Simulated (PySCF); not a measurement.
Compound: methylboronic acid, CH₅BO₂.
Atom-mapped SMILES: `[CH3:1][B:2]([OH:3])[OH:4]` (hydrogens: H5, H6, H7 on C1; H8 on O3; H9 on O4)

Structure used (GFN2-xTB), in Å, numbered top down from 1:
```xyz
9
CH5BO2 angstrom
C      0.939   -0.234    0.075
B     -0.614    0.154   -0.068
O     -1.594   -0.777   -0.104
O     -1.035    1.437   -0.142
H      1.163   -1.211   -0.348
H      1.222   -0.269    1.126
H      1.592    0.490   -0.406
H     -1.308   -1.687   -0.048
H     -0.351    2.104   -0.111
```

The closed-shell SCF was solved with PySCF and density fitting under several settings on one GFN2-xTB geometry (grid level 2 and gas phase unless stated).

| settings | basis functions | SCF cycles | E (Eh) | HOMO (eV) | LUMO (eV) | dipole (D) |
| --- | --- | --- | --- | --- | --- | --- |
| PBE0/pcSseg-1 | 93 | 12 | -216.2632 | -8.76 | 0.96 | 2.63 |
| PBE0/def2-SVPD | 126 | 12 | -216.1437 | -8.88 | -0.04 | 2.54 |
| PBE0/def2-SVPD, level shift 0.1 Eh, start guess sap | 126 | 10 | -216.1437 | -8.88 | -0.04 | 2.54 |

Q: Estimate the row for these settings: X3LYP/pcSseg-1, level shift 0.2 Eh.

A: 
```tsv
settings	basis functions	SCF cycles	E (Eh)	HOMO (eV)	LUMO (eV)	dipole (D)
X3LYP/pcSseg-1, level shift 0.2 Eh	93	10	-216.4284	-8.58	0.59	2.61
```

Q: Over all rows, what range does the HOMO–LUMO gap span?

A: From 8.84 eV to 9.72 eV.

Q: And the dipole moment?

A: From 2.54 D to 2.63 D; the largest is 1.04 times the smallest, and the median is 2.58 D.

Q: Compare two rows with the functional PBE0: PBE0/pcSseg-1 and PBE0/def2-SVPD. Which energy is lower, and by how much?

A: PBE0/pcSseg-1 (93 functions) lies 0.1195 Eh or 75 kcal/mol below PBE0/def2-SVPD (126 functions). The smaller set gives the lower energy; the two sets aren't nested, so the variational bound doesn't order them by size.

Cycle counts include a coarse-grid stage where the run had one.

One conformer stands for the species.
